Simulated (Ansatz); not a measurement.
Job for Ansatz (a program for electronic structure): U-wB97X-V/cc-pVTZ on BH3O (SMILES BO), a point of a bond scan (R = 0.771 Å).

Ansatz 0.2 input:
```yaml
crystal:
  periodic: [false, false, false]
  atoms:
    - {symbol: B, position_ang: [-0.44836328, -0.55342233, 0.06101432]}
    - {symbol: H, position_ang: [-0.33819344, -1.33752824, 0.95180133]}
    - {symbol: H, position_ang: [-1.30242775, -0.64193468, -0.77341615]}
    - {symbol: O, position_ang: [0.44517449, 0.45958125, 0.02792633]}
    - {symbol: H, position_ang: [0.34586824, 0.94785593, -0.55990865]}
basis:
  gaussian:
    orbitals: cc-pVTZ
hamiltonian:
  xc: {name: wB97X-V}
magnetization: {spin_polarized: true, initial_magnetization: 0}
```

Task: What total energy does the run end on?

Result: -101.8563 hartree.
